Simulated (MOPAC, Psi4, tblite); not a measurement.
Interaction energy of HCl ··· Br- (SMILES Cl and [Br-]) (charge -1). Monomers: optimised at B3LYP-D3(BJ) (def2-TZVP), held rigid. Orientation: lowest of the rigid-body minima from ten starts at GFN2-xTB. R is the distance of the centres of mass, along which the second monomer moves. The table gives interaction energies.

```
R / Å       A       B       C
-----  ------  ------  ------
3.09   -71.59  -60.15  -48.28
3.29   -77.62  -73.41  -61.68
3.53   -72.16  -73.53  -60.83
3.70   -64.83  -69.15  -56.27
3.97   -52.99  -59.79  -47.95
4.26   -42.83  -49.75  -40.07
4.80   -30.45  -34.95  -28.90
5.45   -21.63  -23.66  -19.88
6.50   -13.55  -14.02  -12.12
7.79    -8.48   -8.49   -8.30
```

Energies in kJ/mol.

Problem. Assign the columns to these levels of theory: GFN2-xTB (tblite); MOPAC with PM7, restricted, heats of formation; revPBE-D3(BJ)/def2-TZVPD, counterpoise-corrected (Psi4 1.11).

Solution. A is GFN2-xTB; B is revPBE-D3(BJ)/def2-TZVPD; C is PM7.
